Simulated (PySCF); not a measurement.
# Two-component Hartree-Fock for B³⁺ (boron, charge +3)

Start: 1s2. Calculated with PySCF 2.14 in x2c-SVPall-2c (3s2p1d, 14 functions): generalised Hartree-Fock with the X2C-1e Hamiltonian and a Gaussian nucleus; one run each with spin-orbit coupling (SO) switched off, then screened by Boettger's factors.

```
spinor shell  electrons  ε, spin-free (eV)  ε, screened SO (eV)  weight of nominal j (screened SO)  rms radius, screened SO (bohr)
       1s1/2          2            -259.78              -259.78                              1.000                           0.377
```

```json
{"quantity": "E (hartree)", "spin-free": "-21.98216", "screened SO": "-21.98216"}
{"quantity": "M_J", "spin-free": "0", "screened SO": "0"}
{"quantity": "⟨J²⟩", "spin-free": "0.000", "screened SO": "0.000"}
{"quantity": "⟨L²⟩", "spin-free": "0.000", "screened SO": "0.000"}
{"quantity": "⟨S²⟩", "spin-free": "0.000", "screened SO": "0.000"}
```

Without spin-orbit coupling the j labels of p, d and f shells carry no meaning; the spin-free column gives the mean over the occupied spinors of each nl shell.
